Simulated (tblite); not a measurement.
Species: C5H12O2Si.
Numbering: `[CH3:1][O:2][Si@H:3]1[CH2:4][CH2:5][CH2:6][O:7][CH2:8]1` (hydrogens: H9, H10, H11 on C1; H12 on Si3; H13, H14 on C4; H15, H16 on C5; H17, H18 on C6; H19, H20 on C8)

Geometry (GFN2-xTB, Å), atoms numbered from 1 in this order:
```xyz
20
C5H12O2Si angstrom
C      3.1617    0.6276   -0.4849
O      1.9258    0.2387   -1.0076
Si     0.7042   -0.5023   -0.2332
C     -0.2433    0.5935    1.0037
C     -1.6590    0.0398    1.1649
C     -2.3545   -0.1430   -0.1854
O     -1.8193   -1.1769   -0.9727
C     -0.5806   -0.8485   -1.5870
H      3.7224    1.1224   -1.2779
H      3.0345    1.3158    0.3530
H      3.7194   -0.2445   -0.1376
H      1.1307   -1.7383    0.4387
H     -0.3091    1.6180    0.6255
H      0.2337    0.6531    1.9842
H     -2.2672    0.7103    1.7771
H     -1.6196   -0.9315    1.6604
H     -2.3277    0.8058   -0.7438
H     -3.4003   -0.4233   -0.0252
H     -0.7226    0.0071   -2.2618
H     -0.3344   -1.7131   -2.2020
```

Level: GFN2-xTB in tblite, geometry and Hessian alike; calculated harmonic values, unscaled, isolated species. Against measured fundamentals such values can be off by several per cent, at times by over 20. Modes of hydrogen on silicon can be 10 to 20 % off. One conformer, not necessarily the lowest.

Harmonic wavenumbers (cm⁻¹): 69.2, 81.1, 92.0, 143.4, 194.8, 236.0, 255.3, 302.8, 351.0, 395.3, 511.1, 626.5, 673.0, 692.2, 742.8, 791.7, 798.6, 805.3, 870.8, 929.1, 983.4, 1000.9, 1083.2, 1117.0, 1129.0, 1131.5, 1147.2, 1150.2, 1186.3, 1211.5, 1272.1, 1284.5, 1297.2, 1338.6, 1352.6, 1412.3, 1457.0, 1464.0, 1474.9, 1479.2, 1486.5, 1487.3, 2199.9, 2854.4, 2860.6, 2944.7, 2951.6, 2955.6, 2959.7, 2967.6, 2969.5, 2992.8, 2994.2, 2994.7.

A = 3425, B = 1112, C = 910.9 MHz; mass 132.061 u (most abundant isotopes); point group C1, symmetry number 1.

Task: Zero-point energy?

Result: Half the sum of the wavenumbers: 36077 cm⁻¹ = 103.15 kcal/mol.

Task: Entropy at 350 K, 1 bar (ideal gas, RRHO, classical rotation)?

Result: Translation 41.37, rotation 29.40, vibration 32.54: S = 103.3 cal/(mol K).

Task: And Cp and H(350 K) − H(0)?

Result: Cp = 43.06 cal/(mol K), of which vibrations give 35.11 (their classical limit is 54 R = 107.3); H(350 K) − H(0) = 8.85 kcal/mol without the zero-point energy, 6.07 from vibrations.

Task: Blend soft modes into free rotors: weight 1/[1 + (100 cm⁻¹/ν̃)⁴] for the oscillator and the rest for a rotor with moment μB/(μ + B), μ = h/(8π²ν), B = 10⁻⁴⁴ kg m². What vibrational entropy results?

Result: 30.41 cal/(mol K) in place of 32.54, which changes −T·S at 350 K by +0.75 kcal/mol.

Task: What must be added to the electronic energy to get the Gibbs energy at 350 K and 1 bar?

Result: ZPE + [H(350 K) − H(0)] − T·S = 103.15 + 8.85 − 36.16 = 75.84 kcal/mol.

Task: Which modes carry the vibrational entropy at 350 K?

Result: 69.2 cm⁻¹: 4.49; 81.1 cm⁻¹: 4.18; 92.0 cm⁻¹: 3.93; 143.4 cm⁻¹: 3.07; 194.8 cm⁻¹: 2.48; 236.0 cm⁻¹: 2.12 cal/(mol K); the other 48 give 12.27 together.

Hindered rotation and anharmonicity are outside this model. Other conformers, if any are populated, would add a mixing term that is left out. The structure is chiral; the term R ln 2 for an equal mix with its mirror image is left out.

The run took 0.77 s wall on Arm Neoverse V1, one thread (shared host). This covers the Hessian and the dipole derivatives.
